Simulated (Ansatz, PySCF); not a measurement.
H2I2O2Si, SMILES [Si](O)(I)(I)O. Atoms are numbered in the order given.

```xyz
7

O     -0.0835     1.3765    -1.8125
Si     0.0000     0.0000    -0.9139
O      0.0835    -1.3765    -1.8125
I     -2.0225     0.0041     0.4347
I      2.0225    -0.0041     0.4347
H      0.7342     1.6587    -2.2383
H     -0.7342    -1.6587    -2.2383
```

Geometry optimised at PBE0-D3(BJ)/def2-SVP. The def2 effective core potentials stand for the cores of I; spin–orbit coupling is left out. The values are those of a single conformer.

Two levels are set side by side: PBE-D3(BJ)/def2-SVP (Ansatz, a first-principles code) and PBE0-D3(BJ)/def2-SVP (Ansatz). Each level has its own optimised geometry; the coordinates shown are those of the second. Frequencies come from the Hessian of PySCF at each geometry. Differences are taken from unrounded values.

| quantity | PBE0-D3(BJ) |
|---|---|
| mean bond length (Å) | 1.680 |
| bond O1–Si2 (Å) | 1.646 |
| bond Si2–O3 (Å) | 1.646 |
| bond Si2–I4 (Å) | 2.431 |
| bond Si2–I5 (Å) | 2.431 |
| bond O1–H6 (Å) | 0.964 |
| bond O3–H7 (Å) | 0.964 |
| highest harmonic wavenumber (cm⁻¹) | 3902 |
| mean harmonic wavenumber (cm⁻¹) | 891 |
| zero-point energy (kcal/mol) | 19.11 |

### Question
What does PBE-D3(BJ) give, and how far is it from PBE0-D3(BJ)? (The exact figures need the calculation; the answer reports its results.)

### Answer

```
quantity                            PBE-D3(BJ)  PBE-D3(BJ) minus PBE0-D3(BJ)
----------------------------------  ----------  ----------------------------
mean bond length (Å)                     1.698                         0.018
bond O1–Si2 (Å)                          1.665                         0.019
bond Si2–O3 (Å)                          1.665                         0.019
bond Si2–I4 (Å)                          2.453                         0.022
bond Si2–I5 (Å)                          2.453                         0.022
bond O1–H6 (Å)                           0.976                         0.012
bond O3–H7 (Å)                           0.976                         0.012
highest harmonic wavenumber (cm⁻¹)        3729                          -173
mean harmonic wavenumber (cm⁻¹)            856                           -35
zero-point energy (kcal/mol)             18.35                         -0.76
```

GGA bonds tend to be longer and softer than those of functionals with exact exchange. Differences between two approximate levels are no errors against the true value.
